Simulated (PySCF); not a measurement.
Cu(NH3)2 (CuH6N2), SMILES [NH3]->[Cu+]<-[NH3], charge +1, multiplicity 1. Heavy atoms are numbered as in [Cu+:1](<-[NH3:2])<-[NH3:6]. Hydrogens are named by the atom that carries them.

Geometry optimised at B3LYP-D3(BJ)/def2-SVP. The multiplicity is an assumed one; other spin states were not compared.

Level of theory: KT2/pcSseg-1 in PySCF.

GIAO shieldings, no solvent; atoms alike by connectivity are averaged. δ = σ(ref) − σ: ¹⁵N against NH3 (σ = 266.2 ppm); ¹H against TMS (σ = 31.47 ppm), references at their B3LYP-D3(BJ)/def2-TZVP geometries, non-relativistic.

Computed chemical shifts:
```json
[
 {"nucleus": "¹⁵N", "atoms": "N2 (NH3)", "count": "2", "δ (ppm)": "6.9"},
 {"nucleus": "¹H", "atoms": "H on N2", "count": "6", "δ (ppm)": "2.43"}
]
```
